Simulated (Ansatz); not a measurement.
CH4NS, SMILES `C[N+]S` (excited triplet; C–N–S–H torsion 106°) (charge 1, multiplicity 3). This triplet is an excited state, 1.15 eV above the relaxed singlet at the level frozen-core CCSD(T)/cc-pVTZ // B3LYP-D3(BJ)/def2-TZVP (Ansatz, an electronic-structure program).

Cartesian coordinates (Å):
SMILES: C[N+]S
```xyz
7

C     -0.8776    -0.2487    -0.0781
N      0.4405     0.1067     0.3000
S      1.6458     1.0470    -0.1543
H     -1.5021     0.6591    -0.0628
H     -0.8827    -0.6545    -1.0975
H     -1.2703    -0.9688     0.6404
H      2.4464     0.0593    -0.6542
```
Charge +1, spin multiplicity 3.

Frozen-core energies in 6-31g from Ansatz at a geometry from B3LYP-D3(BJ)/def2-TZVP; the HF reference has <S^2> = 2.04 and the T1 diagnostic is 0.030.

| level | energy (Ha) |
|---|---|
| HF | -491.69858 |
| MP2 | -491.91199 |
| CCSD | -491.95159 |
| CCSD(T) | -491.95751 |

Q: Estimate the energies of CCSDT and CCSDT(Q), and give each level's difference from CCSDT(Q).

A: 
```json
[
 {"level": "MP2", "energy (Ha)": "-491.91199", "difference from CCSDT(Q) (mHa)": "46.93"},
 {"level": "CCSD", "energy (Ha)": "-491.95159", "difference from CCSDT(Q) (mHa)": "7.33"},
 {"level": "CCSD(T)", "energy (Ha)": "-491.95751", "difference from CCSDT(Q) (mHa)": "1.41"},
 {"level": "CCSDT", "energy (Ha)": "-491.95843", "difference from CCSDT(Q) (mHa)": "0.50"},
 {"level": "CCSDT(Q)", "energy (Ha)": "-491.95892", "difference from CCSDT(Q) (mHa)": "0.00"}
]
```
